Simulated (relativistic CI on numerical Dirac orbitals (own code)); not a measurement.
# Slater and spin-orbit integrals, Sr³⁴⁺

Method of calculation: Dirac-Coulomb-Breit CI, KLI orbitals optimised for each configuration, model QED, unscaled Slater integrals (own radial code, finite nucleus).

Slater integrals F^k, G^k are unscaled and averaged over j, outside the closed core 1s2; ζ comes from projecting the Hamiltonian with its Breit term on Σ l·s of the shell.

- 2s 2p: G^1(2s,2p) = 730840, ζ(2p) = 430460 cm⁻¹; <r>(2s) = 0.16, <r^2>(2s) = 0.03, <r>(2p) = 0.137, <r^2>(2p) = 0.02263 (bohr units).
- 2p2: F^2(2p,2p) = 696900, ζ(2p) = 427730 cm⁻¹; <r>(2p) = 0.1372, <r^2>(2p) = 0.02271 (bohr units).
- 2p 3s: ζ(2p) = 437670, G^1(2p,3s) = 74827 cm⁻¹; <r>(2p) = 0.1363, <r^2>(2p) = 0.02242, <r>(3s) = 0.3683, <r^2>(3s) = 0.1542 (bohr units).

Averages of the first 10 configurations, taken without configuration mixing, which lowers the lowest level and can move excited configurations by several eV; other configurations of the list can lie among them:

```json
{"Configuration": "2s2", "Parity": "even", "States": "1", "Average energy above the lowest level (eV)": "9.1"}
{"Configuration": "2s 2p", "Parity": "odd", "States": "12", "Average energy above the lowest level (eV)": "135.0"}
{"Configuration": "2p2", "Parity": "even", "States": "15", "Average energy above the lowest level (eV)": "290.8"}
{"Configuration": "2p 3s", "Parity": "odd", "States": "12", "Average energy above the lowest level (eV)": "2659.5"}
{"Configuration": "2p 3p", "Parity": "even", "States": "36", "Average energy above the lowest level (eV)": "2701.8"}
{"Configuration": "2s 3s", "Parity": "even", "States": "4", "Average energy above the lowest level (eV)": "2524.2"}
{"Configuration": "2s 3p", "Parity": "odd", "States": "12", "Average energy above the lowest level (eV)": "2568.7"}
{"Configuration": "2s 3d", "Parity": "even", "States": "20", "Average energy above the lowest level (eV)": "2599.2"}
{"Configuration": "2s 4s", "Parity": "even", "States": "4", "Average energy above the lowest level (eV)": "3386.8"}
{"Configuration": "2s 4p", "Parity": "odd", "States": "12", "Average energy above the lowest level (eV)": "3405.1"}
```
